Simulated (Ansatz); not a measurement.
Wavefunction ladder for C3H10BNSi, SMILES `BN(C=C)[SiH2]C`

```xyz
16

B    -0.654    2.152    0.086
N    -0.541    0.764   -0.118
C    -0.764    0.231   -1.397
C    -0.716   -1.052   -1.743
Si   -0.068   -0.302    1.217
C     1.670   -0.933    0.990
H    -0.458    2.602    1.175
H    -0.942    2.853   -0.841
H    -0.995    0.987   -2.142
H    -0.911   -1.335   -2.768
H    -0.503   -1.850   -1.042
H    -1.030   -1.434    1.280
H    -0.182    0.506    2.452
H     2.380   -0.104    1.001
H     1.931   -1.615    1.804
H     1.785   -1.469    0.046
```

Charge 0, multiplicity 1. The structure was optimised at the PBE0-D4/def2-TZVP level. It is one conformer, not always the lowest. Frozen core, restricted reference, Ansatz 0.2.0. CBS rows extrapolate triple and quadruple zeta; past MP2 they add the triple-zeta difference.

```csv
basis,HF (Eh),MP2 corr.,CCSD corr.,(T),CCSD(T) total
def2-SVP,?,-0.76433,?,-0.02750,?
def2-TZVPP,?,-0.93947,?,-0.04233,?
def2-QZVPP,-487.63657,-1.00119,–,–,–
CBS(def2),-487.63914,-1.04690,-1.10878,as TZ,-488.79025
```

Fill in the withheld values. (Best estimate.)

The calculation gave: def2-SVP HF (Eh): -487.29190; def2-SVP CCSD corr.: -0.83829; def2-SVP CCSD(T) total: -488.15769; def2-TZVPP HF (Eh): -487.61793; def2-TZVPP CCSD corr.: -1.00136; def2-TZVPP CCSD(T) total: -488.66162.
